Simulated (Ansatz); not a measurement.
Geometry optimisation, RKS PBE-D4/def2-SVP in Ansatz 0.2.0.

input.yaml

```yaml
crystal:
  periodic: [false, false, false]
  atoms:
    - { symbol: Si, position_ang: [0.0, 0.0, 0.0] }
    - { symbol: H, position_ang: [0.0, 0.0, 1.46] }
    - { symbol: Cl, position_ang: [2.0086, 0.0, -0.7093] }
    - { symbol: "N", position_ang: [-0.8572, 1.4851, -0.6061] }
    - { symbol: H, position_ang: [-1.8773, 1.43, -0.8888] }
    - { symbol: H, position_ang: [-0.3367, 2.4058, -0.6766] }
    - { symbol: "N", position_ang: [-0.8572, -1.4851, -0.6061] }
    - { symbol: H, position_ang: [-1.3922, -2.1014, 0.0704] }
    - { symbol: H, position_ang: [-0.8219, -1.7344, -1.6357] }
basis:
  gaussian: { orbitals: def2-SVP }
hamiltonian:
  xc: pbe
  dispersion: d4
relax:
  f_tol: 0.02
  max_steps: 40
```

Run as:

```bash
$ ansatz run input.yaml --threads 1 --pin off --max-ram 2048MiB --backend cpu --events-out ev --progress --plain --runs-dir out
```

**Question.** Where does it end, and by what steps?

**Answer.** The run converged. After 9 steps the energy has fallen by 0.591 eV; H8 moved furthest, 0.52 Å.

```csv
step,energy less start (eV),largest force component (eV/Å),accepted
0,0.0000,2.251,yes
1,-0.3879,1.173,yes
2,-0.5145,0.914,yes
3,-0.5515,0.579,yes
4,-0.5330,0.972,no
5,-0.5767,0.200,yes
6,-0.5889,0.058,yes
7,-0.5903,0.071,yes
8,-0.5911,0.045,yes
9,-0.5912,0.015,yes
```

```xyz
9
Properties=species:S:1:pos:R:3
Si -0.110 0.000 -0.013
H -0.118 -0.089 1.487
Cl 1.928 0.109 -0.528
N -0.797 1.372 -0.806
H -1.794 1.569 -0.695
H -0.247 2.229 -0.897
N -0.992 -1.381 -0.551
H -0.913 -2.259 -0.033
H -1.091 -1.550 -1.556
```

Whether the end is a true minimum wasn't checked by a vibrational analysis.

Run time: 30 s on 1 thread of AMD EPYC 7B13 (Zen 3), on a shared host, peak memory 0.13 GiB.
